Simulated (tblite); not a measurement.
C₇H₁₅P.
Cartesian coordinates in Å at the GFN2-xTB level; atoms count from 1:
```
atom  x, y, z in Å
C1     2.8573    0.9442    0.0561
C2     1.7850    0.2504   -0.7760
C3     0.7106   -0.4201    0.0800
C4    -0.3002   -1.1995   -0.7618
C5    -1.4051   -1.6427    0.1889
P6    -1.7270   -0.2267    1.3672
C7    -2.8617    0.7737    0.2921
C8    -0.1032    0.5850    0.8994
H9     2.4329    1.7640    0.6303
H10    3.3164    0.2413    0.7482
H11    3.6349    1.3465   -0.5895
H12    2.2571   -0.5112   -1.4021
H13    1.3127    0.9784   -1.4408
H14    1.1953   -1.1230    0.7672
H15    0.1665   -2.0557   -1.2522
H16   -0.7029   -0.5457   -1.5390
H17   -2.3237   -1.9298   -0.3244
H18   -1.0718   -2.4980    0.7825
H19   -2.9302    1.7810    0.6995
H20   -3.8530    0.3246    0.3203
H21   -2.5113    0.8197   -0.7373
H22   -0.3098    1.4850    0.3150
H23    0.4266    0.8854    1.8042
```

Computed with GFN2-xTB (tblite): harmonic, unscaled wavenumbers at the GFN2-xTB geometry, gas phase. This tight-binding method is rough: wavenumbers can miss measured ones by several per cent, in bad cases by 10 to 20. One conformer, not necessarily the lowest.

Harmonic wavenumbers (cm⁻¹): 65.2, 85.7, 166.3, 183.3, 206.0, 232.6, 273.0, 284.1, 378.7, 411.4, 462.1, 501.6, 675.0, 723.8, 741.1, 779.2, 812.5, 826.8, 871.2, 890.4, 906.5, 958.2, 996.9, 1014.7, 1043.2, 1068.6, 1086.7, 1119.9, 1128.3, 1172.9, 1203.9, 1217.3, 1254.3, 1262.0, 1277.5, 1313.5, 1328.0, 1328.1, 1358.9, 1415.7, 1442.2, 1454.4, 1460.7, 1463.7, 1492.2, 1498.0, 1505.4, 1508.5, 2923.0, 2947.2, 2951.2, 2957.4, 2966.6, 2971.0, 2977.1, 2981.4, 2983.8, 2997.5, 3009.8, 3013.6, 3029.9, 3033.3, 3043.3.

A = 3140, B = 1015, C = 906.4 MHz; mass 130.091 u (most abundant isotopes); point group C1, symmetry number 1.

Zero-point energy?

Half the sum of the wavenumbers: 44818 cm⁻¹ = 128.14 kcal/mol.

Entropy at 350 K, 1 bar (ideal gas, RRHO, classical rotation)?

Translation 41.32, rotation 29.58, vibration 31.70: S = 102.6 cal/(mol K).

And Cp and H(350 K) − H(0)?

Cp = 45.48 cal/(mol K), of which vibrations give 37.54 (their classical limit is 63 R = 125.2); H(350 K) − H(0) = 8.94 kcal/mol without the zero-point energy, 6.16 from vibrations.

What must be added to the electronic energy to get the Gibbs energy at 350 K and 1 bar?

ZPE + [H(350 K) − H(0)] − T·S = 128.14 + 8.94 − 35.91 = 101.17 kcal/mol.

Blend soft modes into free rotors: weight 1/[1 + (100 cm⁻¹/ν̃)⁴] for the oscillator and the rest for a rotor with moment μB/(μ + B), μ = h/(8π²ν), B = 10⁻⁴⁴ kg m². What vibrational entropy results?

30.09 cal/(mol K) in place of 31.70, which changes −T·S at 350 K by +0.57 kcal/mol.

Hindered rotation and anharmonicity are outside this model. Other conformers, if any are populated, would add a mixing term that is left out. The structure is chiral; the term R ln 2 for an equal mix with its mirror image is left out.
